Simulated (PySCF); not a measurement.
An unknown is described by computed data only.

Formula: H13NOSi5.

| Item | Value |
| --- | --- |
| Rotational structure | rotational constants A, B, C: 1.174, 0.711, 0.623 GHz [PBE0-D3(BJ)/def2-SVP] |
| XPS | Si2p3/2 106.4, Si2p3/2 107.1 (×2), Si2p3/2 107.2, Si2p3/2 107.6, N1s 403.9, O1s 537.6, Si1s 1846.1, Si1s 1847.0 (×2), Si1s 1847.0, Si1s 1847.6 eV [ΔSCF SCAN, pcX-2 on the ionised atom, pcseg-1 elsewhere, spin-free X2C, 2p3/2 from a spin–orbit splitting computed afterwards within the 2p shell] |
| Valence photoelectron | vertical ionisation energy: 9.66 eV [ΔSCF wB97X-D/def2-SVPD] |
| 1H NMR | chemical shifts (computed TMS as zero) by class: 4.81 (2 H), 4.30 (6 H), 4.27 (2 H), 3.32 (3 H) ppm [GIAO HF/pcSseg-1] |
| UV, strongest line | among the 10 lowest singlet transitions: S7 at 7.74 eV (160 nm, f = 0.117) [TDDFT wB97X-D/def2-SVPD] |
| Dipole | 0.45 D [wB97X-D/def2-SVPD] |

Gas-phase values; electronic properties from PySCF, density fitting. Levels stand in brackets. Isolated species at its PBE0-D3(BJ)/def2-SVP geometry (one conformer only). Each NMR value is the plain mean over a class of atoms that symmetry, rotation or inversion makes alike.

Problem. What is the compound? Reason from the data.

Solution. Numbering: `[SiH3:1][SiH2:2][O:3][SiH2:4][N:5]([SiH3:6])[SiH3:7]`. Its formula, H13NOSi5, gives 0 degrees of unsaturation, so no ring and no π bond. Hydrogen classes from least to most shielded: 2 H on an oxygen-bound silicon, Si2 (4.81 ppm), 6 H on 2 SiH3 silicons, Si6/Si7 (4.30 ppm), 2 H on an oxygen-bound silicon, Si4 (4.27 ppm), 3 H on an SiH3 silicon, Si1 (3.32 ppm). The core levels belong to: Si2p3/2 106.4 eV, SiH3 silicon [Si1]; Si2p3/2 107.1 eV, SiH3 silicon [Si6/Si7]; Si2p3/2 107.2 eV, oxygen-bound silicon [Si2]; Si2p3/2 107.6 eV, oxygen-bound silicon [Si4]; N1s 403.9 eV, nitrogen bridging silicon atoms [N5]; O1s 537.6 eV, siloxane oxygen [O3]; Si1s 1846.1 eV, SiH3 silicon [Si1]; Si1s 1847.0 eV, SiH3 silicon [Si6/Si7]; Si1s 1847.0 eV, oxygen-bound silicon [Si2]; Si1s 1847.6 eV, oxygen-bound silicon [Si4]. One atom of each topological class was ionised and stands for its class. The first electron is taken from the HOMO, whose largest Löwdin shares are 0.49 on the nitrogen bridging silicon atoms, 0.10 on an SiH3 silicon, 0.09 on an SiH3 silicon and 0.07 on an Si–H hydrogen. By its constants the optimised geometry is an asymmetric top. Structure: `[SiH3][SiH2]O[SiH2]N([SiH3])[SiH3]`. The assignments are read from this structure; whether some other isomer fits the data as well wasn't checked.

Shape of the structure used: `[SiH3:1][SiH2:2][O:3][SiH2:4][N:5]([SiH3:6])[SiH3:7]`: Si1–Si2–O3–Si4 -2°, Si2–O3–Si4–N5 8°, O3–Si4–N5–Si6 -101°.
